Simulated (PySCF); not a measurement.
**CrH₃: one-bond stretch**

These are results of UPBE0/[Cr def2-TZVP, H def2-TZVP], no relativity, density fitting, PySCF, not measurements.

Rigid scan from the quartet minimum (Cr–H 1.616 Å (×3); H–Cr–H 106.8° (×3)). Coordinate: the bond from Cr to the last atom (H) scaled, the rest fixed. Energies in kJ/mol from the minimum.

Q: Predict the curve at 0.92, 0.96, 1.00, 1.05, 1.12, 1.20, 1.35, 1.55, 1.80, 2.20.

A: 
```csv
scale of one bond,E (kJ/mol),dipole size (D),⟨S²⟩
0.92,10.7,2.91,3.93
0.96,2.4,2.92,3.95
1.00,0.0,2.94,3.97
1.05,3.1,2.96,4.00
1.12,15.0,2.99,4.05
1.20,34.9,3.00,4.12
1.35,76.4,2.95,4.30
1.55,122.0,–,4.55
1.80,153.4,–,4.76
2.20,168.1,–,4.86
```

Spin contamination is strong at 1.00, 1.05, 1.12, 1.20, 1.35, 1.55, 1.80, 2.20, so these points are less reliable.

Open d and f shells are described by one determinant, and the ground state may have another occupation or spin.

Other isomers or separated fragments may lie lower.

The scan took 9.9 s on 2 threads of a shared Arm Neoverse V2 host; the process peaked at 0.78 GiB. Launch command: `OMP_NUM_THREADS=2 python axn.py task.json out`.
